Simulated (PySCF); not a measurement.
C3H8In, charge +1. Atoms are numbered in the order given.

```xyz
12

In    -0.1300     0.1400     0.2921
C     -1.0213     1.7382     1.3485
H     -1.5724     1.3303     2.2086
H     -1.7108     2.2696     0.6762
H     -0.2311     2.4202     1.6952
C      0.7708    -1.4723    -0.7815
C      1.0411    -1.1789    -2.2517
H      0.0817    -2.3211    -0.6386
H      1.6913    -1.7009    -0.2190
H      1.7417    -0.3442    -2.3987
H      0.1242    -0.9669    -2.8204
H      1.5028    -2.0682    -2.7094
```
Charge +1, spin multiplicity 1.

Geometry: PBE0-D3(BJ)/def2-SVP. The multiplicity is an assumed one; other spin states were not compared. The isomer is the one that the SMILES or the coordinates give; other isomers of the formula were not compared. The def2 effective core potentials stand for the cores of In; spin–orbit coupling is left out. The values are those of a single conformer.

These are C-PCM-B3LYP/def2-SVP in PySCF 2.14.0 values and carry that method's errors.

The values are the electrostatic part of the solvation free energy, E(continuum) − E(gas) at the gas-phase geometry, in a cavity of scaled van der Waals radii (PySCF's table); cavitation and dispersion terms are not included. A continuum can't describe solvent molecules that bind to the metal. In vacuum the orbital gap is 5.69 eV.

Computed values in water (ε = 78.36), diethylether (ε = 4.24), dimethylsulfoxide (ε = 46.83):
```tsv
solvent	ε	ΔG(elec) (kcal/mol)	gap (eV)
water	78.36	-61.1	6.21
diethylether	4.24	-47.0	6.07
dimethylsulfoxide	46.83	-60.6	6.20
```
